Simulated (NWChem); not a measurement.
C[Si]F (CH$_{3}$FSi, singlet), optimised at PBE0/def2-SVP with NWChem:

| Item | Value |
|---|---|
| highest occupied level (eV) | -6.60 |
| orbital gap (eV) | 4.52 |
| dipole (D) | 1.56 |
| highest harmonic frequency (cm⁻¹) | 3163 |
| zero-point energy (kcal/mol) | 23.5 |

Low-valent species are run as closed-shell singlets; no triplet was tried in these runs. This build's default masses of Se (78.918 u) and Br (79.917 u) are each other's, which moves their modes by up to 0.6 %.

### Question
One F atom is replaced by Br, giving C[Si]Br (CH$_{3}$BrSi, singlet), optimised at the same level. How do these values move?

### Answer
| quantity | new value | change |
|---|---|---|
| highest occupied level (eV) | -6.65 | -0.05 |
| orbital gap (eV) | 4.01 | -0.51 |
| dipole (D) | 1.89 | +0.33 |
| highest harmonic frequency (cm⁻¹) | 3155 | -8 |
| zero-point energy (kcal/mol) | 22.9 | -0.6 |
